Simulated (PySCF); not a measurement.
C3H7BFN. Atoms are numbered in the order given.

```xyz
13

C      0.0839    -2.8524     0.0000
C     -0.3131    -1.4045     0.0000
C      0.5253    -0.3579     0.0000
B      0.0806     1.1456     0.0000
N     -1.2538     1.5833     0.0000
F      1.0444     2.0948     0.0000
H     -0.3225    -3.3709     0.8851
H      1.1781    -2.9692     0.0000
H     -0.3225    -3.3709    -0.8851
H     -1.3984    -1.2213     0.0000
H      1.6036    -0.5713     0.0000
H     -2.0489     0.9603     0.0000
H     -1.4920     2.5671     0.0000
```

Coordinates come from a ωB97X-D3(BJ)/def2-SVP optimisation. A frequency run showed that this geometry is not a minimum. The structure was generated by enumeration; whether it is a known compound was not checked. The values are those of a single conformer.

Level of theory: PBE/def2-TZVP (PySCF).

ESP charges are fitted to the potential on shells at 1.4 to 2.0 van der Waals radii. Atomic charges (e):

| atom | IAO | Mulliken | ESP fit |
|---|---|---|---|
| C1 | -0.43 | -0.33 | -0.50 |
| C2 | -0.08 | -0.04 | … |
| C3 | -0.32 | -0.25 | … |
| B4 | 0.46 | 0.34 | 0.73 |
| N5 | -0.58 | -0.45 | … |
| F6 | -0.33 | -0.25 | -0.30 |
| H7 | 0.16 | 0.12 | 0.14 |
| H8 | 0.15 | 0.12 | 0.16 |
| H9 | 0.16 | 0.12 | 0.14 |
| H10 | 0.12 | 0.07 | … |
| H11 | 0.15 | 0.09 | 0.20 |
| H12 | 0.28 | 0.22 | … |
| H13 | 0.28 | 0.23 | … |

Some entries are withheld; supply them. (The exact figures need the calculation; the answer reports its results.)


- C2, ESP fit: 0.23
- C3, ESP fit: -0.59
- N5, ESP fit: -1.11
- H10, ESP fit: 0.05
- H12, ESP fit: 0.42
- H13, ESP fit: 0.44

Give the Mayer and Wiberg (Löwdin basis) orders of the bonds. (An estimate is asked for; the answer gives what the named calculation found.)


| bond | Mayer | Wiberg |
|---|---|---|
| C1–C2 | 1.01 | 1.32 |
| C2–C3 | 1.81 | 1.97 |
| C3–B4 | 1.05 | 1.19 |
| B4–N5 | 1.35 | 1.82 |
| B4–F6 | 1.16 | 2.00 |
| C1–H7 | 0.95 | 0.89 |
| C1–H8 | 0.97 | 0.90 |
| C1–H9 | 0.95 | 0.89 |
| C2–H10 | 0.94 | 0.82 |
| C3–H11 | 0.94 | 0.79 |
| N5–H12 | 0.92 | 0.90 |
| N5–H13 | 0.91 | 0.89 |
